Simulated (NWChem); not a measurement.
Basis-set convergence for H3NSi

```xyz
5

Si    -0.5250     0.4596     0.0000
H      0.5290     1.6011     0.0000
N      0.6737    -0.7957     0.0000
H      1.6918    -0.6790     0.0000
H      0.4128    -1.7865     0.0000
```
Charge 0, spin multiplicity 1.

Program: NWChem. Structure: optimised with PBE/def2-SVP, a minimum by its harmonic frequencies. It is one conformer; others weren't searched.

Quantity: vertical ionisation energy at the level ΔB3LYP (Δ: difference of total energies, the cation a doublet at the parent's geometry with its hole in an orbital of symmetry a' (Cs labels); it is the state that the SCF runs reached, from PBE0 orbitals for Hartree-Fock references, and need not be the lowest).

B3LYP has NWChem's definition, with VWN1-RPA local correlation. The Pople sets run with spherical d functions. The structure started from a generated list of species. No SCF solution was tested for a lower state.

```json
[
 {"basis": "STO-3G", "functions": "17", "vertical ionisation energy (eV)": "6.38"},
 {"basis": "def2-SVP", "functions": "47", "vertical ionisation energy (eV)": "8.81"},
 {"basis": "6-311G**", "functions": "62", "vertical ionisation energy (eV)": "8.86"},
 {"basis": "6-311++G**", "functions": "73", "vertical ionisation energy (eV)": "8.92"},
 {"basis": "def2-TZVP", "functions": "86", "vertical ionisation energy (eV)": "8.88"},
 {"basis": "cc-pVTZ", "functions": "106", "vertical ionisation energy (eV)": "8.87"},
 {"basis": "def2-TZVPD", "functions": "107", "vertical ionisation energy (eV)": "8.90"},
 {"basis": "def2-TZVPP", "functions": "115", "vertical ionisation energy (eV)": "8.88"},
 {"basis": "cc-pVQZ", "functions": "204", "vertical ionisation energy (eV)": "8.89"},
 {"basis": "def2-QZVP", "functions": "217", "vertical ionisation energy (eV)": "8.89"}
]
```

Smallest basis within 0.05 eV of def2-QZVP, the largest set run: 6-311G**, with 62 functions against 217 and about 2 % of the time (also within reach: 6-311++G**, def2-TZVP, cc-pVTZ, def2-TZVPD, def2-TZVPP, cc-pVQZ). def2-QZVP isn't the basis-set limit itself, and a small set can land close by cancellation.
